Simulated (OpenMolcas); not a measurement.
**Nb3+: moving the ligands**

Nb3+ with 4 ligands (fluoride) in tetrahedral coordination (Td) at 1.9 Å. A charge of +0.25 e stands 2.4 Å behind each ligand. Ligand basis ANO-RCC-VDZP.

- Program: OpenMolcas
- Method: CASSCF
- Basis: ANO-RCC-VDZP [6s5p3d1f]
- Scalar Hamiltonian: DKH2, point nucleus
- Active space: 2 electrons in 5 orbitals (4d)
- State averaging: 2S+1 = 3 even, 10 roots; 2S+1 = 1 even, 15 roots
- Spin-orbit coupling: state interaction with AMFI integrals over the reference wave functions

Runs around this geometry, states (labels of Td). Energies in cm-1 above the lowest state or level, χT in cm3 K/mol.

| R (Å) | Ground state | First state of that spin | First gap with spin-orbit (degeneracies) | χT at 300 K | First state of another spin |
| --- | --- | --- | --- | --- | --- |
| 1.81 | 3A2 | 3T2 13268 | 10127 (3, 2) | 0.917 | 1E 10252 |
| 1.9 | 3A2 | 3T2 11886 | 10163 (3, 2) | 0.893 | 1E 10431 |
| 2.03 | 3A2 | 3T2 9636 | 9271 (3, 2) | 0.852 | 1E 10611 |

Taking the first state of the same spin as R^-n, n = -ln(9636 / 13268) / ln(2.03 / 1.81) = 2.8 between the shortest and longest distance.

Without dynamic correlation the repulsion within the d shell is too large (B by tens of per cent), so at a given field states of lower spin stand too high. With metal d orbitals alone the field can be off either way by tens of per cent. Ligand-to-metal charge-transfer states are missing. With no ligand orbital active B as a rule stays too high, so bands that hang on it stand too high and its fall with covalency is understated. The least metal-like active orbital is 69 % on the metal (Löwdin) and no ligand orbital is active, so the numbers are rough (holds for R = 1.81). The least metal-like active orbital is 76 % on the metal (Löwdin) and no ligand orbital is active, so the numbers are rough (holds for R = 1.9). The least metal-like active orbital is 82 % on the metal (Löwdin) and no ligand orbital is active, so the numbers are rough (holds for R = 2.03). No measured value stands beside these numbers; the geometry is a model, was not optimised and need not be the one that this ion takes.
